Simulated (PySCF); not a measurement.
H3S (SMILES [SH3+]), charge +1, singlet, geometry from GFN2-xTB; PySCF with WB97X-V/def2-SVP.

Input for PySCF:
```python
from pyscf import gto, scf, dft

mol = gto.M(
    atom='''
S     0.10558214   -0.00190789    0.04613646
H    -0.31822157    0.99705449   -0.76565970
H    -0.35082551   -0.98045104   -0.77282250
H    -1.02026722    0.01392277    0.80029891
''',
    basis='def2-svp',
    charge=1,
    verbose=4,
)

mf = dft.RKS(mol)
mf.xc = 'wb97x_v'
mf.kernel()
```

It wrote (shortened):

```
PySCF version 2.14.0

[INPUT] verbose = 4
[INPUT] num. atoms = 4
[INPUT] num. electrons = 18
[INPUT] charge = 1
[INPUT] spin (= nelec alpha-beta = 2S) = 0
[INPUT] symmetry False subgroup None
[INPUT] Mole.unit = angstrom
[INPUT] Symbol           X                Y                Z      unit          X                Y                Z       unit  Magmom
[INPUT]  1 S      0.105582140000  -0.001907890000   0.046136460000 AA    0.199521328245  -0.003605389576   0.087185273757 Bohr   0.0
[INPUT]  2 H     -0.318221570000   0.997054490000  -0.765659700000 AA   -0.601351614229   1.884159917368  -1.446887137617 Bohr   0.0
[INPUT]  3 H     -0.350825510000  -0.980451040000  -0.772822500000 AA   -0.662964131411  -1.852783944145  -1.460422867902 Bohr   0.0
[INPUT]  4 H     -1.020267220000   0.013922770000   0.800298910000 AA   -1.928025619671   0.026310222195   1.512345757688 Bohr   0.0

nuclear repulsion = 19.545770222388
number of shells = 17
number of NR pGTOs = 57
number of NR cGTOs = 33
basis = def2-svp
ecp = {}

******** <class 'pyscf.dft.rks.RKS'> ********
method = RKS
initial guess = minao
damping factor = 0
level_shift factor = 0
DIIS = <class 'pyscf.scf.diis.CDIIS'>
diis_start_cycle = 1
diis_space = 8
diis_damp = 0
SCF conv_tol = 1e-09
SCF conv_tol_grad = None
SCF max_cycles = 50
direct_scf = True
direct_scf_tol = 1e-13
XC library pyscf.dft.libxc version 7.1.2
    S. Lehtola, C. Steigemann, M. J. T. Oliveira, and M. A. L. Marques,  SoftwareX 7, 1–5 (2018)
XC functionals = wb97x_v
    N. Mardirossian and M. Head-Gordon,  Phys. Chem. Chem. Phys. 16, 9904–9924 (2014)
radial grids:
    Treutler-Ahlrichs [JCP 102, 346 (1995); DOI:10.1063/1.469408] (M4) radial grids

becke partition: Becke, JCP 88, 2547 (1988); DOI:10.1063/1.454033
pruning grids: <function nwchem_prune>
grids dens level: 3
symmetrized grids: False
atomic radii adjust function: <function treutler_atomic_radii_adjust>
** Following is NLC and NLC Grids **
NLC functional = wb97x_v
radial grids:
    Treutler-Ahlrichs [JCP 102, 346 (1995); DOI:10.1063/1.469408] (M4) radial grids

becke partition: Becke, JCP 88, 2547 (1988); DOI:10.1063/1.454033
pruning grids: <function nwchem_prune>
grids dens level: 3
symmetrized grids: False
atomic radii adjust function: <function treutler_atomic_radii_adjust>
small_rho_cutoff = 0
Set gradient conv threshold to 3.16228e-05
Initial guess from minao.
tot grids = 48304
tot grids = 48304
init E= -399.701787994339
  HOMO = -0.431310043721611  LUMO = 0.0491796038160388  gap/eV = 13.07479
cycle= 1 E= -399.449488884352  delta_E= 0.252  |g|= 0.28  |ddm|= 1.56
  HOMO = -0.795101759198024  LUMO = -0.193588765437744  gap/eV = 16.36800
cycle= 2 E= -399.47879476345  delta_E= -0.0293  |g|= 0.085  |ddm|= 0.52
  HOMO = -0.761643604552479  LUMO = -0.160327031148168  gap/eV = 16.36266
cycle= 3 E= -399.480688995446  delta_E= -0.00189  |g|= 0.0134  |ddm|= 0.0986
  HOMO = -0.762646231044974  LUMO = -0.158528828195528  gap/eV = 16.43887
cycle= 4 E= -399.480757000567  delta_E= -6.8e-05  |g|= 0.00318  |ddm|= 0.0229
  HOMO = -0.761336492266204  LUMO = -0.157871146173332  gap/eV = 16.42113
cycle= 5 E= -399.480761412818  delta_E= -4.41e-06  |g|= 0.000869  |ddm|= 0.00478
  HOMO = -0.761584731210255  LUMO = -0.157979168577014  gap/eV = 16.42494
cycle= 6 E= -399.480761729541  delta_E= -3.17e-07  |g|= 8.18e-05  |ddm|= 0.00129
  HOMO = -0.761590615202536  LUMO = -0.157981234343359  gap/eV = 16.42505
cycle= 7 E= -399.480761735488  delta_E= -5.95e-09  |g|= 1.1e-05  |ddm|= 0.000265
  HOMO = -0.761593472135354  LUMO = -0.157982337767034  gap/eV = 16.42510
cycle= 8 E= -399.480761735593  delta_E= -1.05e-10  |g|= 1.97e-06  |ddm|= 3.53e-05
  HOMO = -0.761592793614043  LUMO = -0.157981948577429  gap/eV = 16.42509
Extra cycle  E= -399.480761735597  delta_E= -3.75e-12  |g|= 6.64e-07  |ddm|= 4.85e-06
converged SCF energy = -399.480761735597
```
